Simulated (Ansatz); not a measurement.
`[CH3][Sn][Br]` + NH₃ → `[CH3][Sn][NH2]` + HBr  (ligand exchange at the Sn–Br bond)

Calculated with Ansatz (gas phase, PBE0-D4/def2-TZVP geometries, no zero-point term in ΔE). CCSD(T)/CBS is the MP2 limit (def2-TZVPP, def2-QZVPP) plus CCSD(T) − MP2 in def2-TZVPP, frozen cores. This one scheme is used for every species. DFT in def2-TZVPP. Elements past krypton have def2 core potentials. For Br, Sn outer-core shells are correlated without core-valence functions, which leaves a few kJ/mol of doubt a bond. Scalar relativity is left out up to krypton. Each species was taken in one conformer, which may not be the lowest.

(1) Is it downhill or uphill in electronic energy at CCSD(T)/CBS, and by how much? (Estimate.)

(2) What do these levels give: PBE-D4, BLYP-D4, r2SCAN-D4, BHLYP-D4, B2PLYP, BLYP, r2SCANh, r2SCAN0, HF/def2-SVP, CCSD(T)/def2-SVP, CCSD/def2-TZVPP, MP2/CBS(def2)? (Estimate.)

(3) What do rigid-rotor, harmonic-oscillator terms from PBE0-D4/def2-TZVP frequencies (298.15 K, 1 bar) make of the CCSD(T)/CBS value? (An estimate is asked.)

Largest T1 diagnostic among the species: 0.016.

## Answers

(1) The calculation gave: Uphill: ΔE = +1.13 eV.

(2) The calculation gave: PBE-D4 1.11, BLYP-D4 1.09, r2SCAN-D4 1.13, BHLYP-D4 1.24, B2PLYP 1.12, BLYP 1.10, r2SCANh 1.16, r2SCAN0 1.19, HF/def2-SVP 1.31, CCSD(T)/def2-SVP 1.04, CCSD/def2-TZVPP 1.08, MP2/CBS(def2) 1.16 eV.

(3) The calculation gave: ΔZPE = -0.11 eV, ΔH = +1.02 eV, ΔS = 2 J/(mol·K), ΔG = +1.01 eV. Modes under 50 cm⁻¹ make the entropy rough.

From r2SCAN to r2SCAN0 (25 % exact exchange), in def2-TZVPP and without D4, ΔE moves by +0.06 eV. In def2-TZVPP, CCSD(T) changes the Hartree–Fock value by −0.26 eV (the triples alone add −0.03 eV) and MP2 by −0.23 eV.
